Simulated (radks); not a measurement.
Results of a calculation; reference values are marked as such.
Removal energies from the phosphorus ion P3+, [Ne] 3s2, by Delta-SCF beside the eigenvalue of the level emptied. Level of theory: scalar-relativistic Kohn-Sham, r2SCAN, spin-polarised, spherical densities, finite nucleus; meta-GGA in the generalised Kohn-Sham scheme; Fermi nuclear charge, rms radius of each element as measured or else 0.836 A^(1/3) + 0.57 fm (a radial shooting solver on a logarithmic mesh with Libxc functionals). Open shells are filled with parallel spins first.

removed from,final configuration,Delta-SCF (eV),-eigenvalue (eV)
3s,[Ne] 3s1,50.750,45.820
2p,[He] 2s2 2p5 3s2,184.11,165.45
2s,[He] 2s1 2p6 3s2,234.08,216.86
1s,1s1 2s2 2p6 3s2,2198.5,2136.3
